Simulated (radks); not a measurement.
Spherical jellium clusters: N electrons in a uniform positive sphere of charge N and radius rs N^(1/3), rs = 4.83 bohr. Method: non-relativistic Kohn-Sham, LDA (Slater exchange, Perdew-Wang correlation), spin-polarised, spherical densities; computed with a radial shooting solver with Libxc functionals. Levels are named by radial order and angular momentum (1s, 1p, 1d, 2s, ...), and open shells are averaged over m.

N = 4, configuration 1s2 1p(up 2, down 0). This is the lowest configuration that the search found. Occupied and some empty levels:

level    occupation  eigenvalue (eV)  <r> (bohr)
1s up             1          -3.6036       5.365
1s down           1          -3.1571       5.361
1p up             2          -2.3818       6.704
1p down           0          -1.9394       6.913
1d up             0          -1.0168       8.265
2s up             0         -0.81876       9.154
1d down           0         -0.66849       8.854
2s down           0         -0.62538       9.871

Energy (eV): total -6.27308, kinetic 5.3342, external -66.224, Hartree 32.408, exchange-correlation -11.863, background 34.071.
